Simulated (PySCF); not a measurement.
# InO: frontier orbitals

PBE0 at R = 2.094 Å; In cc-pVTZ-PP with ECP28, O cc-pVTZ; scalar-relativistic core potentials (PySCF 2.14). State: ²Π (doublet), unpaired electrons π ↑. Only the outer orbitals are listed, counted within each symmetry, core potentials removing the inner ones.

```json
{"spin": "α", "orbital": "6σ", "occ.": "1", "ε (eV)": "-10.31", "on In (%)": "52", "main shells (%)": "50 In s, 46 O p"}
{"spin": "α", "orbital": "3π", "occ.": "1", "ε (eV)": "-10.11", "on In (%)": "4", "main shells (%)": "96 O p"}
{"spin": "α", "orbital": "3π", "occ.": "1", "ε (eV)": "-8.15", "on In (%)": "7", "main shells (%)": "92 O p"}
{"spin": "α", "orbital": "7σ", "occ.": "1", "ε (eV)": "-7.01", "on In (%)": "62", "main shells (%)": "45 In s, 38 O p, 15 In p"}
{"spin": "α", "orbital": "4π", "occ.": "0", "ε (eV)": "-1.67", "on In (%)": "98", "main shells (%)": "97 In p"}
{"spin": "α", "orbital": "4π", "occ.": "0", "ε (eV)": "-1.50", "on In (%)": "96", "main shells (%)": "95 In p"}
{"spin": "α", "orbital": "8σ", "occ.": "0", "ε (eV)": "0.21", "on In (%)": "97", "main shells (%)": "85 In p, 9 In d"}
{"spin": "β", "orbital": "6σ", "occ.": "1", "ε (eV)": "-9.95", "on In (%)": "61", "main shells (%)": "60 In s, 36 O p"}
{"spin": "β", "orbital": "3π", "occ.": "1", "ε (eV)": "-7.39", "on In (%)": "10", "main shells (%)": "90 O p"}
{"spin": "β", "orbital": "7σ", "occ.": "1", "ε (eV)": "-6.64", "on In (%)": "54", "main shells (%)": "46 O p, 34 In s, 18 In p"}
{"spin": "β", "orbital": "3π", "occ.": "0", "ε (eV)": "-3.27", "on In (%)": "40", "main shells (%)": "60 O p, 38 In p"}
{"spin": "β", "orbital": "4π", "occ.": "0", "ε (eV)": "-1.47", "on In (%)": "95", "main shells (%)": "93 In p"}
{"spin": "β", "orbital": "4π", "occ.": "0", "ε (eV)": "-0.97", "on In (%)": "68", "main shells (%)": "62 In p, 32 O p"}
```

Question: Which are the highest filled and the lowest empty level, where do they sit, and how wide is the gap?

Answer: Highest filled β 7σ at -6.64 eV (in %: 46 O p, 34 In s, 18 In p); lowest empty β 3π at -3.27 eV (in %: 60 O p, 38 In p); the gap at PBE0 is 3.37 eV.

* bond order (Mayer): 1.00
* ⟨S²⟩: 0.756
* charge on In (Mulliken, basis-dependent): 0.41
* charge on In (Löwdin, basis-dependent): 0.28
* dipole moment (positive dipole means In(−)O(+)): -2.75 D
* polarisability along the bond: 50.2 bohr³
* polarisability across the bond: 47.7 bohr³

Spin–orbit coupling is left out. The state was picked by a PBE0 search and need not be the measured ground state.
